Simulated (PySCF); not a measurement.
Compound: C5H9ClSi2.
Numbering: `[SiH3:1][CH2:2][C:3]1=[CH:4][CH:5]=[C:6]([Cl:7])[SiH2:8]1`

Geometry (GFN2-xTB, Å), atoms numbered from 1 in this order:
```xyz
17
C5H9ClSi2 angstrom
Si    -2.5910    0.2699   -0.3764
C     -1.2629    0.4420    0.9881
C      0.0727    0.0513    0.4779
C      0.6016   -1.1801    0.6021
C      1.9076   -1.4078    0.0144
C      2.4470   -0.3464   -0.6005
Cl     3.9873   -0.3868   -1.3653
Si     1.2781    1.1431   -0.4911
H     -2.2411    1.1473   -1.4938
H     -3.8831    0.6708    0.1853
H     -2.6484   -1.1230   -0.8186
H     -1.5463   -0.1893    1.8331
H     -1.2462    1.4750    1.3365
H      0.1046   -1.9913    1.1169
H      2.3796   -2.3758    0.0898
H      1.8417    2.2413    0.2923
H      0.7916    1.5719   -1.8007
```

NICS = −σ at a ghost point: NICS(0) at the centroid of the ring atoms, NICS(1) 1 Å to either side along the normal of their mean plane, zz for the tensor component along that normal. Level: GIAO PBE0/pcSseg-1 (PySCF, non-relativistic, gas phase) on the GFN2-xTB geometry, one conformer.

Ring bond lengths (Å), with Mayer bond orders in brackets: C3–C4 1.346 (1.77), C4–C5 1.450 (1.11), C5–C6 1.340 (1.75), C6–Si8 1.897 (0.80), Si8–C3 1.893 (0.86).

Q: Give the NICS values of each ring in ppm.

A: 
```tsv
ring	type	NICS(0)	NICS(1), two faces	NICS(1)zz, two faces	rms pucker (Å)	centre to ring atoms, mean (Å)
C3–C4–C5–C6–Si8	5-membered ring with Si; formal bonds 2 double, 3 single	1.3	-0.9 / -0.8	5.3 / 4.8	0.00	1.34
```

Q: What do they say, and how far can they be read as aromaticity?

A: 
- C3–C4–C5–C6–Si8: mean NICS(1)zz 5.0 ppm, deshielded. Si8 has four or more neighbours, so the value isn't read as a sign of a π ring current.

Q: At the second NICS(1) probe listed for ring C3–C4–C5–C6–Si8, 1 Å off the ring, what do the in-plane components average?

A: The isotropic value is a third of the trace: (3 × -0.8 − (4.8))/2 = -3.6 ppm.

Q: Give the inner angles of the rings and the Hirshfeld charges of the ring atoms.

A: 
- C3–C4–C5–C6–Si8: C3 108.9° (-0.083 e), C4 117.4° (-0.053 e), C5 115.1° (-0.059 e), C6 110.3° (-0.088 e), Si8 88.2° (+0.334 e); sum 540.0° against 540° for a flat convex ring.

Q: How shielded are the nuclei of the rings and their hydrogens (means over atoms taken as equivalent)?

A: 
```tsv
atoms	environment	σ isotropic (ppm)
C3	fully substituted alkene carbon	38.2
C4	alkene CH carbon	39.8
C5	alkene CH carbon	35.2
C6	vinylic C–Cl carbon	40.3
Si8	SiH2 silicon	400.6
H14	vinylic hydrogen	25.01
H15	vinylic hydrogen	24.90
H16 (×2)	Si–H hydrogen	27.17
```

Hardware: an Arm Neoverse V2 with one thread, on a shared host. Cost: 40 s wall (with the writing of density and orbital grids), 0.91 GiB resident at most. This is the whole shielding run at PBE0/pcSseg-1, SCF included.
